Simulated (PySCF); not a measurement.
GeHI3, SMILES [I][GeH]([I])[I]. Atoms are numbered in the order given.

```xyz
5

Ge     0.0000     0.0000     0.6690
I     -2.0765    -1.1988    -0.1485
I      0.0000     2.3977    -0.1485
I      2.0765    -1.1988    -0.1485
H      0.0000     0.0000     2.2076
```
Charge 0, spin multiplicity 1.

Geometry optimised at B3LYP-D3(BJ)/def2-SVP. The def2 effective core potentials stand for the cores of I; spin–orbit coupling is left out.

These are PBE/def2-TZVP run with PySCF values and carry that method's errors.

Isolated molecule, no solvent.

Computed frontier levels, gap, dipole moment and polarisability:
```json
{
  "highest_occupied_level": "-6.58 eV",
  "lowest_empty_level": "-3.63 eV",
  "orbital_gap": "2.95 eV",
  "dipole_moment": "0.62 D",
  "quadrupole, principal values (traceless, Buckingham form, about the centre of nuclear charge)": "-0.13, 0.06, 0.06 D·Å",
  "mean_static_polarisability": "134.1 bohr³ (19.87 Å³)",
  "polarisability_principal_values": "94.2, 154.0, 154.0 bohr³"
}
```
